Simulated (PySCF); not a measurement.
Zn(OH)2 cation (H2O2Zn), SMILES [OH][Zn][OH] (connectivity only; charge and spin as stated), charge +1, multiplicity 2. Atoms are numbered in the order given.

```xyz
5

Zn     0.0000     0.0000     0.0185
O      0.0000    -1.7814    -0.1174
H      0.0000    -2.3673     0.6617
O      0.0000     1.7814    -0.1174
H      0.0000     2.3673     0.6617
```
Charge +1, spin multiplicity 2.

Geometry optimised at B3LYP-D3(BJ)/def2-TZVP. The multiplicity is an assumed one; other spin states were not compared. The isomer is the one that the SMILES or the coordinates give; other isomers of the formula were not compared. Other conformers were not sampled.

Calculation: PySCF with PBE/def2-TZVPD.

Isolated molecule, no solvent.

- total energy: -1930.36046 hartree
- point group: C2v
- α spin, highest occupied and lowest empty level: -14.93 and -8.57 eV
- β spin, highest occupied and lowest empty level: -14.16 and -13.57 eV
- dipole moment about the centre of nuclear charge: 2.62 D
- mean static polarisability: 43.5 bohr³ (6.44 Å³)
- polarisability, principal values: 19.9, 21.4, 89.0 bohr³
- ⟨S²⟩: 0.755 (pure state 0.75)
